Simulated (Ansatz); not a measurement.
Basis-set extrapolation for `O[SiH](O)/C=C\[SiH2]Cl` (PBE0-D4/def2-TZVP geometry, frozen core, Ansatz 0.2.0). Multiplicity 1, RHF reference.

```tsv
	def2-TZVPP	def2-QZVPP
HF	-1267.189327	-1267.231105
MP2 correlation	-1.227571	-1.326628
CCSD(T) correlation	-1.337787	not run
```

Energies in hartree. Use E(X) = E(∞) + A·exp(−7.88·√X) for Hartree–Fock and E(X) = E(∞) + B·X^(−2.97) for correlation, with X = 3 and 4, and add CCSD(T) minus MP2 of the smaller set to the MP2 limit.

Q: What is the CCSD(T) energy at the basis-set limit?

A: HF limit: -1267.231105 + (-0.041778) × 0.13774 = -1267.23686. MP2 limit: -1.326628 + (-0.099057) × 0.74074 = -1.40000. Higher-order term: -1.337787 − (-1.227571) = -0.11022. Total: -1268.74708 hartree, 577.5 kJ/mol below CCSD(T)/def2-TZVPP.
